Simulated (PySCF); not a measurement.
# What a mistake does to a calculation on AlBClH2O

These are calculations, not measurements. The program is PySCF 2.14.0, an open-source quantum chemistry code, run on an isolated molecule that a program drew, which may never have been made. The molecule is AlBClH2O (charge 0, doublet), drawn as the SMILES string `[OH][Al][BH]Cl`.

Each row is a Hartree-Fock (HF) and frozen-core CCSD(T) single point in the cc-pV(D+d)Z basis, meant for a local HF minimum. Run 1 is clean. Each other run has one planted mistake out of seven kinds, and not every kind appears here: one electron removed, one electron added, multiplicity raised by two, geometry at a saddle point, minimal basis STO-3G, one bond length entered in bohr, all coordinates scaled. The reference is restricted for singlets and unrestricted otherwise, and also for a bond in bohr. Adding or removing an electron swaps singlet and doublet. Electrons count all cores. HOMO and LUMO are orbital energies over both spins, the gradient is its largest component, and the lowest frequency (negative if imaginary) is given only where the gradient is small. Bond lengths are over the 5 bonds as drawn. T1 is the CCSD diagnostic: over 0.02 (restricted) or 0.045 (unrestricted) a single reference is doubtful.

Geometry of the clean run:
```xyz
6
AlBClH2O, angstrom
O     2.7089    1.9528    0.9369
Al    1.0491    2.1607    0.6837
B    -0.4169    0.6048    1.0536
Cl   -0.8588   -0.5010   -0.2690
H     3.2212    1.2137    1.2194
H    -1.0800    0.4855    2.0444
```

```
run,electrons,basis functions,<S^2>,HOMO (eV),LUMO (eV),gradient (hartree/bohr),lowest frequency (cm^-1),mean bond (Å),longest bond (Å),T1,HF (hartree),CCSD(T) (hartree),mistake
1,45,84,0.790,-7.98,1.06,6.8e-06,55,1.5563,2.169,0.0206,-802.18609,-802.68145,no fault
2,44,84,0.000,-16.20,-6.52,4.5e-02,-,1.5563,2.169,0.0230,-801.91899,-802.41757,one electron removed
3,45,30,0.790,-4.94,6.56,5.7e-02,-,1.5563,2.169,0.0229,-792.96049,-793.08438,minimal basis STO-3G
4,46,84,0.000,-0.39,6.57,3.6e-02,-,1.5563,2.169,0.0246,-802.16990,-802.69944,?
```

**Which mistake was planted in run 4, and what did it cost?**

It counts 46 electrons, one more than the clean run, at the same geometry and basis. So the mistake is: one electron added. Subtracting run 1 and multiplying by 627.51 kcal/mol a hartree, the energy moved by 10.2 kcal/mol in HF and -11.3 kcal/mol in CCSD(T).

Cautions from the logs. Run 2: T1 is over the limit, so its CCSD(T) energy is less reliable; run 4: T1 is over the limit, so its CCSD(T) energy is less reliable.
